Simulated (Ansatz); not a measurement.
Reaction (ligand exchange at the Si–N bond): `CN([SiH3])[SiH](O)O` + HBr → `O[SiH](O)Br` + `CN[SiH3]`

Computed with Ansatz on PBE0-D4/def2-TZVP structures; ΔE is electronic, products minus reactants. CBS: MP2 limit from def2 TZ/QZ plus the TZ coupled-cluster correction, frozen cores. Functionals use def2-TZVPP. B3LYP here is the variant with VWN-RPA as its local correlation; programs differ in this. For Br outer-core shells are correlated without core-valence functions, which leaves a few kJ/mol of doubt a bond. Scalar relativity is left out up to krypton. Each species was taken in one conformer, which may not be the lowest.

| level | ΔE (kJ/mol) | difference from CCSD(T)/CBS |
| --- | --- | --- |
| r2SCAN-D4 | -32.5 | -4.1 |
| PBE0-D4 | -34.0 | -5.6 |
| B3LYP-D4 | -28.4 | 0.0 |
| ωB97X-V | -30.5 | -2.1 |
| ωB97M-V | -29.4 | -1.0 |
| B2PLYP | -33.5 | -5.1 |
| PBE | -41.4 | -13.0 |
| B3LYP | -39.4 | -11.0 |
| HF/def2-TZVPP | -42.0 | -13.6 |
| MP2/def2-TZVPP | -26.2 | 2.2 |
| SCS-MP2/def2-TZVPP | -26.6 | 1.8 |
| HF/def2-QZVPP | -41.0 | -12.6 |
| MP2/def2-QZVPP | -29.4 | -1.0 |
| HF/CBS(def2) | -40.9 | -12.5 |
| MP2/CBS(def2) | -32.4 | -4.0 |
| CCSD/CBS(def2) | -30.7 | -2.3 |
| CCSD(T)/CBS | -28.4 | 0 |

Largest T1 diagnostic among the species: 0.011.

The D4 term adds +11.0 kJ/mol with B3LYP and +6.5 kJ/mol with PBE0; it sums over pairs of atoms, weighted by their polarisabilities, and B3LYP, whose exchange is more repulsive, gets the larger term. In def2-TZVPP, CCSD(T) changes the Hartree–Fock value by +19.9 kJ/mol (the triples alone add +2.3 kJ/mol) and MP2 by +15.9 kJ/mol.
